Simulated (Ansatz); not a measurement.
Program: Ansatz. Geometries: PBE0-D4/def2-TZVP. ΔE: electronic, gas phase. CCSD(T)/CBS is the MP2 limit (def2-TZVPP, def2-QZVPP) plus CCSD(T) − MP2 in def2-TZVPP, frozen cores. Functionals use def2-TZVPP. Elements past krypton have def2 core potentials. For Sn outer-core shells are correlated without core-valence functions, which leaves a few kJ/mol of doubt a bond. Each species was taken in one conformer, which may not be the lowest.

Reaction (formal exchange of groups at the Al–C bond): `C=[C]([AlH2])[SnH3]` + `[SiH3]O[SiH2][SiH3]` → `[AlH2][SiH]([SiH3])O[SiH3]` + `C=[CH][SnH3]`

CCSD(T)/CBS gives +17.9 kJ/mol.

(1) Another level gave +20.8 kJ/mol. Which?
A. PBE0/def2-TZVPP
B. ωB97X-V/def2-TZVPP
C. ωB97M-V/def2-TZVPP
D. MP2/def2-TZVPP

Largest T1 diagnostic among the species: 0.013.

Results:

(1) C. ωB97M-V 20.8, MP2/def2-TZVPP 27.1, ωB97X-V 14.6, PBE0 5.1 kJ/mol.

From PBE to PBE0 (25 % exact exchange), in def2-TZVPP and without D4, ΔE moves by +3.6 kJ/mol.
